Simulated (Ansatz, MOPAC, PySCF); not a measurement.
Dimer: NH3 (SMILES N) (first 4 atoms) with SiH4 (SMILES [SiH4]); geometry from B3LYP-D3(BJ)/def2-TZVP, rigid monomers moved along the line of their centres of mass till N1···Si5 is 3.28 Å.
(charge 0, multiplicity 1):
```xyz
9

N      0.0695     0.1640    -0.0073
H     -0.7442     0.6433     0.3597
H      0.0378    -0.7928     0.3247
H      0.8905     0.6013     0.3945
Si    -0.0038     0.0441     3.2723
H      1.2314     0.7318     2.8347
H     -0.0371    -0.0100     4.7517
H     -0.0236    -1.3330     2.7307
H     -1.1860     0.7871     2.7820
```

Monomers are frozen at their geometry in the pair; levels with a basis set take the counterpoise correction. Rows marked so take none.

Frozen-core correlation. CBS(a, b) extrapolates the correlation energy as X⁻³ and adds the Hartree–Fock energy of set b. Rows in 3-21G, 6-31G* carry no dispersion term and start afresh at each structure (6-31G* with six Cartesian d functions). The state that PM6 reach isn't checked.

Programs: Ansatz (Gaussian basis) for Hartree–Fock, density functionals and correlated methods; MOPAC for PM6 (differences of heats of formation); PySCF for 3-21G rows, 6-31G* rows, the dispersion terms. 

```json
[
 {"level": "PM6", "interaction energy (kcal/mol)": "1.90"},
 {"level": "HF/6-31G*", "interaction energy (kcal/mol)": "3.11"},
 {"level": "HF/6-31G* (no counterpoise)", "interaction energy (kcal/mol)": "1.37"},
 {"level": "HF/aug-cc-pV(D+d)Z", "interaction energy (kcal/mol)": "2.93"},
 {"level": "r2SCAN/def2-TZVPPD", "interaction energy (kcal/mol)": "-0.08"},
 {"level": "r2SCAN-D3(BJ)/def2-TZVPPD", "interaction energy (kcal/mol)": "-0.48"},
 {"level": "B3LYP/3-21G (no counterpoise)", "interaction energy (kcal/mol)": "-4.49"},
 {"level": "wB97X-V/def2-TZVPPD", "interaction energy (kcal/mol)": "-0.01"},
 {"level": "MP2/CBS(aug-cc-pV(D+d)Z, aug-cc-pV(T+d)Z)", "interaction energy (kcal/mol)": "___"}
]
```

**Question.** Complete the blanks.

**Answer.** 
- MP2/CBS(aug-cc-pV(D+d)Z, aug-cc-pV(T+d)Z), interaction energy (kcal/mol): 0.10

Ansatz is an electronic-structure program.
